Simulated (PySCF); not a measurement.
# Vertical excitation energies

Compound: C2H12Si3.
Z-matrix (Å and degrees, GFN2-xTB geometry), rows numbered from 1:
```
C 
C   1  1.5349
Si  2  1.9088  1  108.74
Si  2  1.9082  1  108.66  3   119.97
Si  2  1.9085  1  108.73  3  -120.07
H   1  1.0907  2  111.28  3   -60.01
H   1  1.0907  2  111.31  3   179.99
H   1  1.0905  2  111.18  3    60.01
H   3  1.4635  2  110.68  1  -179.86
H   3  1.4674  2  109.80  1    59.43
H   3  1.4673  2  109.76  1   -59.18
H   4  1.4670  2  109.84  1   -59.31
H   4  1.4671  2  109.84  1    59.32
H   4  1.4630  2  110.75  1  -179.98
H   5  1.4671  2  109.83  1   -59.20
H   5  1.4670  2  109.79  1    59.43
H   5  1.4631  2  110.68  1  -179.89
```

Method: TDDFT CAM-B3LYP/def2-SVPD, vertical, gas phase, core orbitals frozen in the response (PySCF).

```
state  E (eV)  E (kJ/mol)  λ (nm)       f  symmetry              main configurations (H = HOMO, L = LUMO)
   S1    7.54         727   164.5   0.023         E                      H-1/H→L (≥85%), H-1/H→L+1 (≥11%)
   S2    7.54         727   164.5   0.023         E                      H-1/H→L (≥85%), H-1/H→L+1 (≥11%)
   S3    7.97         769   155.5  0.0000         –  H-1/H→L+3 (≥25%), H-1/H→L+2 (≥25%), H-1/H→L+5 (≥15%)
   S4    8.04         775   154.3  0.0024        A1  H-1/H→L+2 (≥28%), H-1/H→L+3 (≥26%), H-1/H→L+6 (≥12%)
   S5    8.09         781   153.2   0.032         E  H-1/H→L+5 (≥19%), H-1/H→L+6 (≥18%), H-1/H→L+3 (≥14%)
   S6    8.09         781   153.2   0.032         E  H-1/H→L+6 (≥19%), H-1/H→L+5 (≥19%), H-1/H→L+2 (≥14%)
   S7    8.25         796   150.2   0.107         E     H-1/H→L+1 (≥49%), H-1/H→L+4 (≥36%), H-1/H→L (≥8%)
   S8    8.25         796   150.2   0.107         E                    H-1/H→L+1 (≥48%), H-1/H→L+4 (≥36%)
```

Triplets (Tamm–Dancoff): T1 7.14 eV, H-1/H→L (≥70%), H-1/H→L+1 (≥21%); T2 7.14 eV, H-1/H→L (≥70%), H-1/H→L+1 (≥21%).

The lowest singlet level (S1/S2) lies at 7.54 eV (165 nm, vacuum ultraviolet) and is of moderate strength. The most intense listed level is S7/S8 at 8.25 eV (150 nm, f = 0.214 summed), 0.72 eV above S1. It is the last of those listed, so stronger ones may follow. S1/S2, S5/S6 and S7/S8 lie within about 0.01 eV of each other in each set; the point group C3v has degenerate representations, and within a degenerate level the listed configurations can mix freely. Löwdin shares by element: HOMO (one of a set within 0.03 eV) carbon 43%, silicon 26% or more (atoms not listed hold the other 32%); LUMO silicon 44%, carbon 8% or more (atoms not listed hold the other 48%). Weighted by f, the mean energy of these states is 8.12 eV. The oscillator strengths of these states sum to 0.326; summed over the whole spectrum of an exact calculation they would give the number of electrons, 66 (Thomas–Reiche–Kuhn). Orbital energies (eV): HOMO-3 -10.86, HOMO-2 -10.83, HOMO-1 -9.61, HOMO -9.60, LUMO 0.96, LUMO+1 1.22, LUMO+2 1.53. Symmetry labels in C3v follow from the direction of the transition dipole and are given only for states with f of 0.002 or more. Orbitals of the list HOMO-3 to LUMO+2 that lie within 0.01 eV of each other are written together with a slash and their weights summed (≥ marks a lower bound); for degenerate orbitals outside that list single weights are arbitrary. Singlets were solved by full linear response, triplets in the Tamm–Dancoff approximation.

Hardware: one thread of an Arm Neoverse N1, shared host. Cost: 73 s, 0.95 GiB resident at most.
